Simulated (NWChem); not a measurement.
# C3H2O3; SMILES C=C1OC(=O)O1

```xyz
8

C      0.0000     0.0000    -2.2061
C      0.0000     0.0000    -0.8887
O      0.0000     1.0036     0.0525
C      0.0000     0.0000     0.9909
O      0.0000     0.0000     2.1617
O      0.0000    -1.0036     0.0525
H      0.0000    -0.9460    -2.7452
H      0.0000     0.9460    -2.7452
```
Atoms are numbered in this order, from 1.

Level: PBE0/def2-SVP (NWChem), optimised geometry, unscaled harmonic frequencies. 

```csv
frequency (cm⁻¹),IR intensity (km/mol)
176,0.1
326,0.0
583,1.3
602,4.8
707,0.0
753,2.7
804,0.0
834,94.7
894,0.9
953,187.8
977,39.1
1129,4.8
1378,225.2
1383,2.9
1845,616.6
2109,559.2
3218,16.4
3335,6.3
```

| Property | Result |
|---|---|
| zero-point energy | 31.4 kcal/mol |
| thermal correction to the enthalpy at 298.15 K (with zero-point energy) | 35.0 kcal/mol |
| heat capacity Cv | 16.2 cal/(mol K) |
| entropy at 298.15 K and 1 atm (symmetry number 2) | 69.3 cal/(mol K) |
| dipole moment | 2.82 D |

Rigid rotor and harmonic oscillator.
